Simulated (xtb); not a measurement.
xtb input (GFN1-xTB):

```bash
xtb mol.xyz --gfn 1 --sp --chrg 1 --uhf 0
```
mol.xyz:
```
17

C      1.11883046    -1.52529782    -0.09991468
Si     0.07122566    -0.00195046    -0.15742934
C     -1.40982382    -0.09405884    -1.26168447
C      0.99507565     1.60007591    -0.19462658
N     -0.72647648     0.01989399     1.60572338
H      1.62821375    -1.64321716    -1.05998934
H      1.89306652    -1.46909011     0.66800679
H      0.52911123    -2.42985583     0.06231964
H     -2.06557631     0.77202988    -1.15126284
H     -1.99573148    -1.00068018    -1.09720313
H     -1.07676047    -0.11267208    -2.30276181
H      1.76984754     1.65143495     0.57310039
H      0.33548754     2.46339463    -0.08540898
H      1.49544110     1.69983663    -1.16147811
H     -1.35137812     0.81788290     1.73031436
H     -1.27739729    -0.82122537     1.78409307
H     -0.02064167     0.07589469     2.34157147
```

End of the output:

```
         :::::::::::::::::::::::::::::::::::::::::::::::::::::
         ::                     SUMMARY                     ::
         :::::::::::::::::::::::::::::::::::::::::::::::::::::
         :: total energy             -17.480282372717 Eh    ::
         :: gradient norm              0.024186777310 Eh/a0 ::
         :: HOMO-LUMO gap              6.510000035423 eV    ::
         ::.................................................::
         :: SCC energy               -17.722041630127 Eh    ::
         :: -> electrostatic           0.095863964389 Eh    ::
         :: repulsion energy           0.248162812387 Eh    ::
         :: dispersion energy         -0.006403554978 Eh    ::
         :: halogen bond corr.         0.000000000000 Eh    ::
         :: add. restraining           0.000000000000 Eh    ::
         :: total charge               1.000000000000 e     ::
         :::::::::::::::::::::::::::::::::::::::::::::::::::::

           -------------------------------------------------
          |                Property Printout                |
           -------------------------------------------------

    * Orbital Energies and Occupations

         #    Occupation            Energy/Eh            Energy/eV
      -------------------------------------------------------------
         1        2.0000           -0.9966733             -27.1209
       ...           ...                  ...                  ...
         4        2.0000           -0.7847324             -21.3537
         5        2.0000           -0.7707732             -20.9738
         6        2.0000           -0.7707732             -20.9738
         7        2.0000           -0.7410244             -20.1643
         8        2.0000           -0.6840356             -18.6136
         9        2.0000           -0.6761587             -18.3992
        10        2.0000           -0.6761587             -18.3992
        11        2.0000           -0.6633302             -18.0501
        12        2.0000           -0.6633302             -18.0501
        13        2.0000           -0.6617840             -18.0081
        14        2.0000           -0.6596870             -17.9510
        15        2.0000           -0.6000158             -16.3273
        16        2.0000           -0.6000158             -16.3273 (HOMO)
        17                         -0.3607777              -9.8173 (LUMO)
        18                         -0.3333820              -9.0718
        19                         -0.3125719              -8.5055
        20                         -0.3125719              -8.5055
        21                         -0.2766261              -7.5274
        22                         -0.2703808              -7.3574
        23                         -0.2703808              -7.3574
        24                         -0.2451342              -6.6704
        25                         -0.2451342              -6.6704
        26                         -0.2080105              -5.6603
        27                         -0.2080105              -5.6603
       ...                                ...                  ...
        49                          0.8093473              22.0235
      -------------------------------------------------------------
                  HL-Gap            0.2392381 Eh            6.5100 eV
             Fermi-level           -0.4803967 Eh          -13.0723 eV

  Mulliken/CM5 charges         n(s)   n(p)   n(d)
     1C    -0.19332 -0.29783   1.004  3.189  0.000
     2Si    0.39494  0.22112   1.266  1.542  0.797
     3C    -0.19332 -0.29783   1.004  3.189  0.000
     4C    -0.19332 -0.29783   1.004  3.189  0.000
     5N    -0.35097 -0.91950   1.473  3.878  0.000
     6H     0.09392  0.14932   0.906  0.000  0.000
     7H     0.07799  0.13344   0.922  0.000  0.000
     8H     0.07797  0.13343   0.922  0.000  0.000
     9H     0.07797  0.13343   0.922  0.000  0.000
    10H     0.07799  0.13344   0.922  0.000  0.000
    11H     0.09392  0.14932   0.906  0.000  0.000
    12H     0.07797  0.13343   0.922  0.000  0.000
    13H     0.07799  0.13344   0.922  0.000  0.000
    14H     0.09392  0.14932   0.906  0.000  0.000
    15H     0.26212  0.44776   0.738  0.000  0.000
    16H     0.26212  0.44776   0.738  0.000  0.000
    17H     0.26212  0.44776   0.738  0.000  0.000

Wiberg/Mayer (AO) data.
largest (>0.10) Wiberg bond orders for each atom

 ---------------------------------------------------------------------------
     #   Z sym  total        # sym  WBO       # sym  WBO       # sym  WBO
 ---------------------------------------------------------------------------
     1   6 C    3.967 --     2 Si   1.092     7 H    0.927     8 H    0.927
                             6 H    0.918
     2  14 Si   4.505 --     3 C    1.092     4 C    1.092     1 C    1.092
                             5 N    0.647
     3   6 C    3.967 --     2 Si   1.092    10 H    0.927     9 H    0.927
                            11 H    0.918
     4   6 C    3.967 --     2 Si   1.092    13 H    0.927    12 H    0.927
                            14 H    0.918
     5   7 N    3.419 --    16 H    0.907    15 H    0.907    17 H    0.907
                             2 Si   0.647
     6   1 H    0.990 --     1 C    0.918
     7   1 H    0.992 --     1 C    0.927
     8   1 H    0.992 --     1 C    0.927
     9   1 H    0.992 --     3 C    0.927
    10   1 H    0.992 --     3 C    0.927
    11   1 H    0.990 --     3 C    0.918
    12   1 H    0.992 --     4 C    0.927
    13   1 H    0.992 --     4 C    0.927
    14   1 H    0.990 --     4 C    0.918
    15   1 H    0.935 --     5 N    0.907
    16   1 H    0.935 --     5 N    0.907
    17   1 H    0.935 --     5 N    0.907
 ---------------------------------------------------------------------------

Topologies differ in total number of bonds
Writing topology from bond orders to xtbtopo.mol

 dipole moment from electron density (au)
     X       Y       Z
  -0.8300   0.0227   1.8346  total (Debye):    5.119

           -------------------------------------------------
          | TOTAL ENERGY              -17.480282372717 Eh   |
          | GRADIENT NORM               0.024186777310 Eh/α |
          | HOMO-LUMO GAP               6.510000035423 eV   |
           -------------------------------------------------

------------------------------------------------------------------------
------------------------------------------------------------------------
 total:
Note: The following floating-point exceptions are signalling: IEEE_DENORMAL
normal termination of xtb
 SCF:
```

It need not be the lowest isomer of its formula.
